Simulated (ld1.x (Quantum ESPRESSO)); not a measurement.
**Reading a pseudo-wave (sulfur)**

Columns: radius, all-electron u(r) and pseudo u(r) of the 3p shell (level -11.80 eV) of sulfur in the configuration [Ne] 3s2 3p3.5; LDA (PZ), scalar-relativistic, PAW scheme, ld1.x (Quantum ESPRESSO) 7.5.

| r (bohr) | all-electron | pseudo |
| --- | --- | --- |
| 0.078 | 0.1230 | -0.0066 |
| 0.155 | 0.2723 | -0.0256 |
| 0.232 | 0.3436 | -0.0563 |
| 0.310 | 0.3356 | -0.0978 |
| 0.388 | 0.2700 | -0.1480 |
| 0.465 | 0.1715 | -0.2038 |
| 0.542 | 0.0566 | -0.2636 |
| 0.620 | -0.0643 | -0.3261 |
| 0.698 | -0.1816 | -0.3882 |
| 0.775 | -0.2891 | -0.4473 |
| 0.852 | -0.3855 | -0.5027 |
| 0.930 | -0.4708 | -0.5539 |
| 1.008 | -0.5432 | -0.5994 |
| 1.085 | -0.6024 | -0.6382 |
| 1.162 | -0.6501 | -0.6710 |
| 1.240 | -0.6876 | -0.6982 |
| 1.318 | -0.7151 | -0.7195 |
| 1.395 | -0.7337 | -0.7349 |
| 1.472 | -0.7447 | -0.7449 |
| 1.550 | -0.7493 | -0.7493 |
| 1.628 | -0.7481 | -0.7481 |
| 1.705 | -0.7422 | -0.7422 |
| 1.782 | -0.7324 | -0.7324 |
| 1.860 | -0.7191 | -0.7191 |
| 1.938 | -0.7031 | -0.7031 |
| 2.015 | -0.6852 | -0.6852 |

**Question.** How many radial nodes do the two functions have?

**Answer.** The all-electron 3p function has n − l − 1 = 1; the pseudo-wave has 0, since the states of the same l below it are removed with the core.

**Question.** At about which radius was the pseudo-wave matched?

**Answer.** 1.55 bohr. The columns agree to 0.0005 from 1.47 bohr on; several derivatives are matched, so the curves merge somewhat inside the radius.

**Question.** Is the pseudo-wave norm-conserving?

**Answer.** No, it belongs to a PAW set: the norm inside the radius is not constrained, and the difference is carried by the augmentation charge.
